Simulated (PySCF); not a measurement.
Z-matrix (Å, degrees):
```
C
H 1 1.0952
H 1 1.1020 2 107.53
N 1 1.4440 2 107.21 3 120.42
C 4 1.2568 1 118.02 2 -119.67
H 5 1.0897 4 119.48 1 -179.62
H 5 1.0999 6 117.32 4 179.92
C 1 1.5176 2 109.16 3 -119.87
H 8 1.0914 1 110.44 2 -61.89
H 8 1.0920 9 108.66 1 -121.42
H 8 1.0923 9 108.04 10 -117.31
```
Charge 0, spin multiplicity 1.

Predict the dipole moment, HOMO–LUMO gap and LUMO from PBE0-D3(BJ)/def2-TZVP run with PySCF 2.14.0.


* **dipole moment**: 1.41 D
* **HOMO–LUMO gap**: 7.04 eV
* **LUMO**: -0.27 eV
